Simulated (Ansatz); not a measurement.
GeH2ClO (SMILES [O][GeH2][Cl]): the energy to break a bond

GeH2ClO has 5 atoms, charge 0, and is taken as a doublet. SMILES: `[O][GeH2][Cl]`. The shape was relaxed beforehand at wB97X-V/def2-SVP.

```xyz
5

O    -0.2737   -0.5918    1.6273
Ge    0.1245   -0.0804   -0.0374
Cl   -1.3520    1.2934   -0.7787
H     0.0855   -1.3433   -0.8973
H     1.4655    0.6483    0.0447
```

Wanted: the dissociation energy of the Cl3–Ge2 bond into doublet Cl and singlet GeH2O (shapes relaxed at wB97X-V/def2-SVP, no zero-point term). 1 Eh = 2625.50 kJ/mol = 27.2114 eV. Totals in Eh; open shells run unrestricted unless said.

```
               level  program       GeH2ClO   doublet Cl  singlet GeH2O
     UPBE/def2-TZVPP   Ansatz  -2613.065519  -459.958430   -2153.024284
 UPBE0-D4/def2-TZVPP   Ansatz  -2613.160422  -459.997429   -2153.068878
U-wB97M-V/def2-TZVPP   Ansatz  -2613.486565  -460.125172   -2153.269998
```

Question: Work out the dissociation energy at each level.

Answer: 
1. UPBE/def2-TZVPP: (-459.958430) + (-2153.024284) − (-2613.065519) = 0.082805 Eh = 217.4 kJ/mol = 2.25 eV.
2. UPBE0-D4/def2-TZVPP: (-459.997429) + (-2153.068878) − (-2613.160422) = 0.094115 Eh = 247.1 kJ/mol = 2.56 eV.
3. U-wB97M-V/def2-TZVPP: (-460.125172) + (-2153.269998) − (-2613.486565) = 0.091395 Eh = 240.0 kJ/mol = 2.49 eV.

The levels span 217 to 247 kJ/mol; no measured value is set beside them. A fragment with an even electron count was run as a singlet and may have a lower triplet. A bond enthalpy at 298 K also holds the loss of zero-point energy and thermal terms.
